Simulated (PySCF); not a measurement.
C₂H₆FInO, SMILES C[CH2][In]([OH])[F]. Atoms are numbered in the order given.

```xyz
11

In     0.1051     0.1651     0.2307
F      1.1690     0.0751     1.8900
C     -0.1587    -1.6440    -0.9493
C     -1.0204    -1.4868    -2.2002
H     -0.5779    -2.3787    -0.2444
H      0.8644    -1.9738    -1.1874
H     -0.5981    -0.7537    -2.9059
H     -2.0452    -1.1611    -1.9602
H     -1.1040    -2.4454    -2.7412
O     -0.5111     2.0659     0.0461
H     -1.0458     2.2042    -0.7484
```
Charge 0, spin multiplicity 1.

Geometry optimised at B3LYP-D3(BJ)/def2-SVP. The structure was generated by enumeration; whether it is a known compound was not checked. The def2 effective core potentials stand for the cores of In; spin–orbit coupling is left out. One conformer was computed; it need not be the lowest.

All values below come from M06-2X/def2-TZVP run with PySCF.

ESP charges are fitted to the potential on shells at 1.4 to 2.0 van der Waals radii. Atomic charges (e):

| atom | Löwdin | ESP fit | Mulliken |
|---|---|---|---|
| In1 | (withheld) | 1.09 | 1.14 |
| F2 | (withheld) | -0.52 | -0.56 |
| C3 | -0.45 | -0.44 | -0.54 |
| C4 | -0.34 | -0.07 | -0.41 |
| H5 | 0.15 | 0.11 | 0.18 |
| H6 | 0.15 | 0.11 | 0.18 |
| H7 | 0.13 | 0.03 | 0.15 |
| H8 | 0.13 | 0.03 | 0.15 |
| H9 | 0.12 | 0.07 | 0.15 |
| O10 | (withheld) | -0.74 | -0.73 |
| H11 | (withheld) | 0.33 | 0.31 |

Problem. Complete the blanks. (An estimate is asked for; the answer gives what the named calculation found.)

Solution. 
- In1, Löwdin: 0.62
- F2, Löwdin: -0.31
- O10, Löwdin: -0.35
- H11, Löwdin: 0.16
